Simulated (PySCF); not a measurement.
2,3,3-trimethyl-1-pentene, C8H16.
Structure used (PBE0-D3(BJ)/def2-SVP), in Å, numbered top down from 1:
```
atom  x, y, z in Å
C1    -1.6306    0.3155    1.5406
C2    -1.1052    0.2138    0.3130
C3    -1.7666    0.9134   -0.8422
C4     0.1574   -0.5926    0.0101
C5    -0.1964   -1.7429   -0.9457
C6     0.7666   -1.2053    1.2714
C7     1.2055    0.3069   -0.6851
C8     1.6206    1.5475    0.0884
H9    -2.5433    0.8940    1.7100
H10   -1.1872   -0.1632    2.4150
H11   -2.0392    0.2119   -1.6466
H12   -1.1023    1.6679   -1.2942
H13   -2.6827    1.4259   -0.5181
H14   -0.5825   -1.3769   -1.9086
H15   -0.9567   -2.4034   -0.5011
H16    0.6989   -2.3482   -1.1596
H17    1.0350   -0.4440    2.0182
H18    1.6812   -1.7610    1.0126
H19    0.0711   -1.9128    1.7477
H20    2.0926   -0.3162   -0.8946
H21    0.8177    0.6049   -1.6739
H22    2.0947    1.2937    1.0486
H23    2.3450    2.1444   -0.4863
H24    0.7561    2.1917    0.3129
```

Level: PBE0/pcSseg-1 in PySCF, non-relativistic, on one gas-phase PBE0-D3(BJ)/def2-SVP geometry that isn't relaxed in the solvent. The solvent is an IEF-PCM continuum (cavity from Bondi-type radii × 1.2). The model holds no explicit solvent molecules, cavitation or dispersion.

```csv
run,E − E(gas) (kcal/mol),HOMO (eV),HOMO–LUMO gap (eV),dipole (D)
gas,0.00,-7.03,7.61,0.49
P,-1.50,-7.04,7.62,0.75
Q,-1.76,-7.06,7.62,0.81
```

Task: The runs were made in acetonitrile and dichloromethane. Which run belongs to which solvent?

Result: P = dichloromethane, Q = acetonitrile. The dielectric constants are 8.93 (dichloromethane), 35.69 (acetonitrile), and the energy falls further as ε rises. In this model the ground state sees the solvent through ε alone.

Task: How constant is the ratio of the lowering to (ε − 1)/(2ε + 1)?

Result: 
```json
{"solvent": "dichloromethane", "(ε − 1)/(2ε + 1)": "0.420", "E − E(gas) (kcal/mol)": "-1.50", "ratio (kcal/mol)": "-3.6", "polarisation term (kcal/mol)": "-1.60"}
{"solvent": "acetonitrile", "(ε − 1)/(2ε + 1)": "0.479", "E − E(gas) (kcal/mol)": "-1.76", "ratio (kcal/mol)": "-3.7", "polarisation term (kcal/mol)": "-1.92"}
```

The ratio changes by +3.2 % in size from dichloromethane to acetonitrile. The polarisation term is half the interaction of the solute with the induced surface charges.
